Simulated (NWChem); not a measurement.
Species: PbI cation, singlet; SMILES [I][Pb+]

All runs: NWChem. Low-valent species are run as closed-shell singlets; no triplet was tried in these runs. The geometry was optimised at PBE-D3(BJ)/def2-SVP. def2 effective core potentials on I, Pb; no spin-orbit coupling. Vertical excitations in the gas phase.

Q: Predict the results for BHandHLYP/def2-SVP, full TDDFT. Quantities: lowest excitation, singlet (eV); oscillator strength of that lowest state; orbital gap (eV).

A: The lowest excitation, singlet (eV) is 3.19 and the oscillator strength of that lowest state comes out as 0.000. The orbital gap (eV) is 5.83.
